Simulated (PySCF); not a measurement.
**Broadened absorption spectrum of C6H5F**

C6H5F.
InChI=1S/C6H5F/c1-3-5-6(7)4-2/h2,6H,1H3/t6-/m1/s1

Level of theory: PySCF, TDDFT PBE0/def2-SVPD, vertical, gas phase, core orbitals frozen in the response. Isolated species at its GFN2-xTB geometry, gas phase.

Computed states:

```tsv
state	E (eV)	f
S1	5.76	0.0048
S2	6.07	0.012
S3	6.35	0.030
S4	6.79	0.012
S5	6.85	0.012
S6	7.14	0.019
S7	7.23	0.0052
S8	7.37	0.030
```

Each state is given a Gaussian of 0.3 eV full width at half maximum, with ε(max) = 2.175×10⁸ f / Δν̃ (Δν̃ the width in cm⁻¹). The width is an assumption, not a result. The curve ends short of the highest state used, and states not computed would add to its high-energy end.

(1) What does the envelope look like, and where are its maxima?

(2) Coming from long wavelengths, where does ε first pass 100 L mol⁻¹ cm⁻¹?

(3) On this curve, what absorbance would a 10⁻⁴ mol/L sample give at 193 nm over a 1 cm path?

Answers

(1) 
```
E (eV)  ε (L mol⁻¹ cm⁻¹)
  5.31                 1
  5.36                 3
  5.41                 9
  5.47                30
  5.52                69
  5.57               135
  5.62               229
  5.67               334
  5.72               426
  5.77               489
  5.82               532
  5.87               593
  5.92               711
  5.97               891
  6.02              1103
  6.07              1313
  6.12              1532
  6.17              1813
  6.22              2184
  6.27              2572
  6.32              2810
  6.37              2741
  6.42              2346
  6.47              1768
  6.52              1228
  6.57               913
  6.62               902
  6.67              1157
  6.72              1554
  6.77              1918
```

Maxima: 196 nm (6.34 eV), ε about 2800, made up of S3 (95%) (ε in L mol⁻¹ cm⁻¹; maxima over ε = 5, shares over 10%). At its high-energy end, 6.77 eV, the curve is still rising (ε about 1900, from S4 and S5).

(2) At about 224 nm (5.55 eV), 0.22 eV below S1.

(3) 193 nm is 6.424 eV, where ε is about 2300 L mol⁻¹ cm⁻¹, so A = ε c l ≈ 0.23 (Beer–Lambert, with the gas-phase spectrum and the assumed width).

Time: 44 s wall; peak memory 0.72 GiB. Hardware: one thread of an Arm Neoverse N1, no GPU, shared host.
